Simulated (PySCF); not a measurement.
## Excitation energy of O²⁺ by level of theory

O²⁺ [He] 2s2 2p2 (3P) → O²⁺ [He] 2s1 2p2 3d1 (high-spin determinant), as a difference of total energies. Calculation: PySCF 2.14, in x2c-TZVPPall with one added diffuse shell each of s, p, d type (6s4p3d1f, 40 functions); the spin-free X2C one-electron Hamiltonian (Gaussian nucleus). Correlated levels: valence: 1s2 frozen; valence and next inner shell: nothing frozen. The calculations carry no spin-orbit coupling.

| method | excitation energy (eV) |
| --- | --- |
| UHF | 47.415 |
| LDA | 48.460 |
| PBE | 48.285 |
| PBE0 | 48.467 |
| r2SCAN | 48.196 |
| M06 | 48.581 |
| TPSSh | 48.749 |
| BLYP | 48.929 |
| MP2 (valence) | 48.968 |
| SCS-MP2 (valence) | 49.375 |
| SCS-MP2 (valence and next inner shell) | 49.381 |

Task: Estimate what MP2 (valence and next inner shell) gives.

Result: 48.976 eV, closest to MP2 (valence) among the rows shown.

Task: Estimate what MN15 gives.

Result: 48.809 eV, closest to TPSSh among the rows shown.

A first-order spin-orbit estimate (lowest level to lowest level, LS coupling) adds 0.006 eV.

The promoted electron is Rydberg-like, and one or two diffuse shells describe it only roughly, which tends to raise the upper state.

The determinant of the upper state mixes LS terms, which raises its energy above the lowest term, most at the Hartree-Fock and MP2 levels.
